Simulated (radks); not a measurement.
Results of a calculation; reference values are marked as such.
Task: Radial electron density D(r) = 4 pi r^2 rho(r) of an atom or ion with 66 electrons. Code: a radial shooting solver on a logarithmic mesh with Libxc functionals. Model: Dirac Kohn-Sham, LDA (Slater exchange, Perdew-Wang correlation), spin-unpolarised, spherical densities, point nucleus.

r (bohr),D(r) (e/bohr)
0.001339,9.111
0.001815,14.42
0.00246,22.31
0.003334,33.42
0.004519,47.99
0.006124,65.09
0.0083,81.87
0.01125,93.50
0.01524,95.50
0.02066,89.00
0.028,85.03
0.03795,96.87
0.05143,118.5
0.0697,121.3
0.09447,100.5
0.128,98.40
0.1735,111.7
0.2352,83.26
0.3187,52.47
0.4319,61.21
0.5854,50.92
0.7933,25.86
1.075,14.80
1.457,7.992
1.975,2.437
2.676,0.6710
3.627,0.3739
4.916,0.1066
6.662,0.008059
9.029,0.0001136

What is the nuclear charge?

Result: Z = 69. The innermost maximum, from 1s, lies near gamma/Z bohr with gamma = sqrt(1 - (Z/c)^2) = 0.864, here 0.0125 bohr (found: 0.0138), and its height grows with Z. The density is that of the thulium ion Tm3+ in [Xe] 4f11 6p1; the configuration itself is not fixed sharply by these data, and Z only to a few units. D(r) has 4 maxima, at r = 0.0138, 0.0618, 0.171, 0.464 bohr, and minima at 0.0267, 0.112, 0.329 bohr, inside which lie 2.01, 11.13, 29.61 electrons.
